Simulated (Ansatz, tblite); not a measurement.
Forces on Rb3⁺ at its B3LYP/def2-TZVP geometry. Total charge 1; singlet.

In the def2 sets Rb takes a core potential; there is no spin–orbit coupling. The xTB rows come from tblite. The restricted singlet is unstable towards broken spin symmetry in Hartree–Fock (as tested in another run); at PBE/def2-TZVP this wasn't settled. The structure comes from a short search, and lower isomers may exist.

GFN1-xTB (tblite), largest force 0.21 eV/Å:

```xyz
3
positions Å, forces eV/Å
Rb    0.329    2.390    1.249   -0.025   -0.183   -0.096
Rb   -0.738   -2.189    1.429    0.057    0.168   -0.109
Rb    0.409   -0.200   -2.678   -0.031    0.015    0.205
```

GFN2-xTB (tblite), largest force 0.14 eV/Å:

```
Rb -0.016 -0.119 -0.062
Rb 0.037 0.109 -0.071
Rb -0.020 0.010 0.133
```

PBE/def2-TZVP (Ansatz), largest force 0.01 eV/Å:

```
Rb 0.001 0.010 0.005
Rb -0.003 -0.009 0.006
Rb 0.002 -0.001 -0.011
```
